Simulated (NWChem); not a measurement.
**sulfur tetrafluoride (F4S) in NWChem**

SMILES: FS(F)(F)F
```xyz
5

F      0.0000    -1.2424    -0.6398
S      0.0000     0.0000     0.3894
F      1.6855     0.0000     0.2936
F     -1.6855     0.0000     0.2936
F      0.0000     1.2424    -0.6398
```
Charge 0, spin multiplicity 1.

Program: NWChem. Structure: optimised with PBE/def2-SVP, a minimum by its harmonic frequencies.

Symmetry labels belong to the abelian group C2v used in the runs, with the axes of the coordinates shown; states degenerate in a higher group split over its labels.

B3LYP has NWChem's definition, with VWN1-RPA local correlation.

Q: List the lowest 3 singlet excitations that TD-B3LYP/def2-SVP, VWN1-RPA local correlation gives, with oscillator strengths.

A: 
```json
[
 {"state": "1", "symmetry": "b2", "energy (eV)": "5.96", "wavelength (nm)": "208", "f": "0.031"},
 {"state": "2", "symmetry": "a2", "energy (eV)": "7.09", "wavelength (nm)": "175", "f": "0.000"},
 {"state": "3", "symmetry": "b1", "energy (eV)": "7.19", "wavelength (nm)": "172", "f": "0.013"}
]
```
